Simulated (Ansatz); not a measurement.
`[NH2][Al]1[SiH2][S]1` + H₂ → `[AlH]1[SiH2][S]1` + NH₃ at 500 K and 1 bar (hydrogenolysis of the Al–N bond).

Program: Ansatz. Geometries: PBE0-D4/def2-TZVP. ΔE: electronic, gas phase. CCSD(T)/CBS is the MP2 limit (def2-TZVPP, def2-QZVPP) plus CCSD(T) − MP2 in def2-TZVPP, frozen cores. This one scheme is used for every species. Each species was taken in one conformer, which may not be the lowest.

```tsv
species	CCSD(T)/CBS energy (Eh)	H − E (kJ/mol)	S (J/(mol·K))
`[NH2][Al]1[SiH2][S]1`	-986.05263	161.2	392.7
H₂	-1.17544	41.0	145.5
`[AlH]1[SiH2][S]1`	-930.69501	100.6	340.8
NH₃	-56.50880	108.2	211.8
```

H − E and S are ideal-gas, rigid-rotor, harmonic terms from PBE0-D4/def2-TZVP, for one conformer and one mirror image of each species. The MP2-based limit puts H₂ 0.8 mEh under its directly extrapolated value; such offsets cancel only in part. 1 Eh = 2625.50 kJ/mol, R = 8.31446 J/(mol·K).

Question: By hand: ΔE, ΔH, ΔS and ΔG.

Answer: ΔE = (-930.69501) + (-56.50880) − (-986.05263) − (-1.17544) = 0.02426 Eh = 63.7 kJ/mol. Δ(H − E) = 100.6 + 108.2 − 161.2 − 41.0 = 6.6, so ΔH = 70.3 kJ/mol. ΔS = 340.8 + 211.8 − 392.7 − 145.5 = 14.4 J/(mol·K). ΔG = 70.3 − 500 × (14.4)/1000 = 63.1 kJ/mol.

Question: By hand: the equilibrium constant, and the temperature at which ΔG would vanish if ΔH and ΔS stayed fixed.

Answer: log₁₀ K = −ΔG/(RT ln 10) = -6.6. ΔG = 0 at ΔH/ΔS = 4882 K, far beyond where these terms or the molecules hold.

The number of gas molecules stays the same, so ΔS is small and ΔH decides. A doubt of 5 kJ/mol in ΔE shifts log₁₀ K by 0.5 here. Other conformers and mirror images would add mixing entropy, several J/(mol·K) or more a flexible species. These are equilibria of isolated gas molecules and say nothing of rates. Largest T1 diagnostic: 0.015 (customary marks: 0.02 for closed shells, 0.045 for open ones).
